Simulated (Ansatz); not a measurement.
Reactions of `[F][GeH2][SiH2][SiH3]`.

Calculated with Ansatz (gas phase, PBE0-D4/def2-TZVP geometries, no zero-point term in ΔE). CCSD(T)/CBS is the MP2 limit (def2-TZVPP, def2-QZVPP) plus CCSD(T) − MP2 in def2-TZVPP, frozen cores. This one scheme is used for every species. Functionals use def2-TZVPP. For Ge, Se outer-core shells are correlated without core-valence functions, which leaves a few kJ/mol of doubt a bond. Scalar relativity is left out up to krypton. Each species was taken in one conformer, which may not be the lowest.

```json
{"reaction": "`[F][GeH2][SiH2][SiH3]` + H₂Se → `[SiH3][SiH2][SeH]` + `[F][GeH3]`", "CCSD(T)/CBS(def2) (kJ/mol)": "-42"}
{"reaction": "`[F][GeH2][SiH2][SiH3]` + `NBS` → `[SiH3]NBS` + `[F][GeH2][SiH3]`", "CCSD(T)/CBS(def2) (kJ/mol)": "-34"}
{"reaction": "`[F][GeH2][SiH2][SiH3]` + `[NH2][AlH][OH]` → `[NH2][AlH][O][SiH2][SiH3]` + `[F][GeH3]`", "CCSD(T)/CBS(def2) (kJ/mol)": "?"}
{"reaction": "`[F][GeH2][SiH2][SiH3]` + HCl → `[F][GeH2][Cl]` + disilane", "CCSD(T)/CBS(def2) (kJ/mol)": "?"}
{"reaction": "`[F][GeH2][SiH2][SiH3]` + H₂ → `[F][GeH3]` + disilane", "CCSD(T)/CBS(def2) (kJ/mol)": "2"}
{"reaction": "`[F][GeH2][SiH2][SiH3]` + `NB(O)Cl` → `NB(Cl)O[SiH3]` + `[F][GeH2][SiH3]`", "CCSD(T)/CBS(def2) (kJ/mol)": "?"}
{"reaction": "`[F][GeH2][SiH2][SiH3]` + `N=C[SiH3]` → `[F][GeH2]/[N]=C/[SiH3]` + disilane", "CCSD(T)/CBS(def2) (kJ/mol)": "3"}
{"reaction": "`[F][GeH2][SiH2][SiH3]` + CH₃NH₂ → `CN[SiH3]` + `[F][GeH2][SiH3]`", "CCSD(T)/CBS(def2) (kJ/mol)": "-34"}
{"reaction": "`[F][GeH2][SiH2][SiH3]` + `[NH2][AlH2]` → `[AlH2][NH][SiH2][SiH3]` + `[F][GeH3]`", "CCSD(T)/CBS(def2) (kJ/mol)": "-26"}
{"reaction": "`[F][GeH2][SiH2][SiH3]` + `[OH][GeH2][SiH3]` → `[SiH3][O][GeH2][SiH3]` + `[F][GeH2][SiH3]`", "CCSD(T)/CBS(def2) (kJ/mol)": "-94"}
```

Fill in the missing values. (Estimate.)

Computed: `[F][GeH2][SiH2][SiH3]` + `[NH2][AlH][OH]` → `[NH2][AlH][O][SiH2][SiH3]` + `[F][GeH3]`: -82.4 kJ/mol; `[F][GeH2][SiH2][SiH3]` + HCl → `[F][GeH2][Cl]` + disilane: -56.5 kJ/mol; `[F][GeH2][SiH2][SiH3]` + `NB(O)Cl` → `NB(Cl)O[SiH3]` + `[F][GeH2][SiH3]`: -72.1 kJ/mol.

Largest T1 diagnostic: 0.013, for `[F][GeH2]/[N]=C/[SiH3]`.
